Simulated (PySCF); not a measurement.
Field gradients at the hydrogen positions

Compound: C5H6FN.
SMILES with atom numbers: `[H]/[N:5]=[C:4](\[C:3]#[C:2][CH3:1])[CH2:6][F:7]` (hydrogens: H8, H9, H10 on C1; H11 on N5; H12, H13 on C6)

Cartesian coordinates in Å at the GFN2-xTB level; atoms count from 1:
```xyz
13
C5H6FN angstrom
C      2.7195    0.2881    0.2656
C      1.3006    0.2322    0.0237
C      0.1134    0.1646   -0.1688
C     -1.2833    0.1512   -0.4260
N     -1.8916    0.8545   -1.2840
C     -2.1042   -0.8177    0.3896
F     -1.5503   -1.0519    1.6211
H      3.2612    0.1632   -0.6718
H      2.9805    1.2552    0.6950
H      3.0120   -0.5000    0.9584
H     -1.2941    1.4687   -1.8324
H     -3.1134   -0.4239    0.5400
H     -2.1546   -1.7841   -0.1281
```

Level: B3LYP/pcJ-1 (PySCF, non-relativistic); Q(2H) = 0.00286 b; rigid geometry, the same for H and D, with no vibrational averaging.

**Question.** Rank these positions by the coupling χzz of a deuteron there, largest first.
A. H9 (methyl hydrogen)
B. H12 (methylene hydrogen)
C. H11 (N–H hydrogen)

**Answer.** C (252 kHz), A (200 kHz), B (187 kHz).

**Question.** What are Vzz, η and χzz (234.96 MHz × Q × Vzz) at all hydrogens?

**Answer.** 
| atom | bonded to | bond length (Å) | Vzz (au) | η | χzz (kHz) |
| --- | --- | --- | --- | --- | --- |
| H8 | C1 | 1.090 | 0.2975 | 0.04 | 200 |
| H9 | C1 | 1.090 | 0.2975 | 0.04 | 200 |
| H10 | C1 | 1.089 | 0.2975 | 0.04 | 200 |
| H11 | N5 | 1.017 | 0.3753 | 0.02 | 252 |
| H12 | C6 | 1.094 | 0.2787 | 0.06 | 187 |
| H13 | C6 | 1.098 | 0.2746 | 0.07 | 185 |

**Question.** Average by the element that carries the hydrogen.

**Answer.** on C: 194 kHz over 5 positions, mean bond length 1.092 Å; on N: 252 kHz over 1 position, mean bond length 1.017 Å.

Isolated species at its GFN2-xTB geometry (one conformer only). GFN2-xTB bond lengths can be off by several hundredths of an ångström, more for odd bonds, and the gradients follow them. The basis is small and wasn't made for field gradients, so the couplings can be 20 % off.
